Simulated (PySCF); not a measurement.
Coordinates in bohr (charge 0 multiplicity 1):
```
Te   -0.1127    0.0000   -0.4173
N    -2.8500    0.0000    1.5672
F     2.8731    0.0000    1.7060
```

All numbers come from PySCF, PBE0, basis Te def2-TZVP with ECP28, N def2-TZVP, F def2-TZVP (scalar-relativistic core potentials, no spin–orbit coupling, density fitting).

This geometry of FTeN is a stationary point at this level.

Task: What is the point group?

Result: Cs.

Task: Is it a minimum?

Result: Yes: all harmonic wavenumbers are real.

Task: List the harmonic modes with their infrared intensities.

Result: 
| symmetry | ω (cm⁻¹) | IR (km/mol) |
| --- | --- | --- |
| a' | 235 | 12.1 |
| a' | 564 | 117 |
| a' | 967 | 3.7 |

Task: What are the dipole moment and the gap between the highest occupied and lowest empty levels?

Result: 3.64 D and 4.24 eV.

Task: What is the atomisation energy, with and without zero-point energy?

Result: 607 kJ/mol without, 597 kJ/mol with.

This need not be the most stable arrangement of these atoms.
